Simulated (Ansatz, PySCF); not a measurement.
Molecule: sum formula AlOBr, charge 1, multiplicity 2. 
Structure (B3LYP-D3(BJ)/def2-TZVP (Ansatz, a first-principles code) minimum search):
```xyz
3

Al     0.0000     0.0000    -1.1000
O      0.0000     0.0000    -2.8081
Br     0.0000     0.0000     1.0504
```
Charge +1, spin multiplicity 2.

Total electronic energies in hartree. Correlated levels leave the core frozen unless marked. UHF or UKS for open shells. Spin-orbit coupling is left out. Frozen are the shells of the preceding noble gas and the d and f shells that filled before the atom's block. No relativistic terms. Basis-set limits of correlation are two-point, X^-3; Hartree-Fock from the larger set. [CCSD(T)-MP2]/basis is that difference in the basis named.

```
level                                                                 program  energy (Eh)
-------------------------------------------------------------  --------------  -----------
RI-HF/def2-QZVPPD                                                      Ansatz  -2889.05317
BLYP-D3(BJ)/def2-TZVPD                                         Ansatz + dftd3            …
PW6B95-D4/def2-TZVPD                                            PySCF + dftd4  -2892.98617
MN15/def2-TZVPD                                                         PySCF  -2891.70976
RI-MP2/def2-QZVPPD                                                     Ansatz  -2889.47966
RI-MP2/CBS(def2-TZVPPD,def2-QZVPPD)                                    Ansatz   -2889.5067
CCSD/def2-TZVPPD                                                       Ansatz  -2889.41068
CCSD(T)/STO-3G                                                         Ansatz  -2857.47310
RI-MP2/CBS(def2-TZVPPD,def2-QZVPPD)+[CCSD(T)-MP2]/def2-TZVPPD          Ansatz   -2889.5494
```

What belongs in the gaps?


- BLYP-D3(BJ)/def2-TZVPD, energy (Eh): -2891.58047
